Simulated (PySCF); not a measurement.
Al(H)(OMe)(OEt), SMILES CC[O][AlH][O]C, singlet (GFN2-xTB optimised geometry):

```
15

Al    -0.442     1.575     0.000
H     -1.078     2.928     0.000
O      1.206     1.575     0.000
C      2.603     1.634    -0.002
H      2.943     2.368    -0.737
H      2.965     1.930     0.986
H      3.024     0.658    -0.256
O     -1.522     0.333     0.002
C     -2.371    -0.775     0.004
C     -1.585    -2.081    -0.019
H     -3.000    -0.736     0.902
H     -3.024    -0.720    -0.876
H     -0.938    -2.135     0.854
H     -2.265    -2.928    -0.014
H     -0.965    -2.121    -0.912
```

Level of theory: CAM-B3LYP/def2-TZVP in PySCF.

Question: What are the frontier orbital energies and the dipole moment?

Answer: HOMO-2 -9.39 eV, HOMO-1 -9.34 eV, HOMO -9.31 eV, LUMO 1.08 eV, LUMO+1 1.30 eV; dipole moment 1.41 D.

On the same geometry PBE/def2-TZVP in PySCF gives HOMO-2 -6.42 eV, HOMO-1 -6.41 eV, HOMO -6.31 eV, LUMO -0.56 eV, LUMO+1 -0.42 eV; dipole moment 1.34 D.

Meta-Löwdin charges at CAM-B3LYP/def2-TZVP: Al1 1.00, H2 -0.19, O3 -0.64, C4 -0.09, H5 0.11, H6 0.11, H7 0.11, O8 -0.64, C9 0.05, C10 -0.34, H11 0.10, H12 0.10, H13 0.11, H14 0.11, H15 0.11.
